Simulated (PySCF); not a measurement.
Gas-phase reaction: ZrBr₄ + 2 O ⇌ ZrO₂ + 2 Br₂

Computed with PySCF (xtb for GFN2) and rigid-rotor harmonic-oscillator thermochemistry at 1 bar. † marks an energy on the PBE0/def2-TZVP geometry and frequencies; other levels use their own. Open shells (unrestricted): O (multiplicity 3); the rest are closed-shell singlets. GFN2 has no spin-polarisation term. Spin-orbit splitting is ignored; it lowers the true energy and changes the entropy of O. Zr: scalar-relativistic def2 core potential, no spin-orbit coupling. Br: all electrons, no relativistic terms.

M06-2X/def2-TZVP† gives ΔH°(298 K) = -21 kJ.

**Question.** What do PBE0/def2-TZVP, LDA/def2-TZVP†, GFN2-xTB give?

**Answer.** PBE0/def2-TZVP: -45 kJ; LDA/def2-TZVP†: -293 kJ; GFN2-xTB: -481 kJ. For scale, ΔH°(298 K) is -21 kJ at this level, -45 kJ at ωB97M-V/def2-TZVP†, and runs from -481 to 512 kJ over the 17 levels computed.
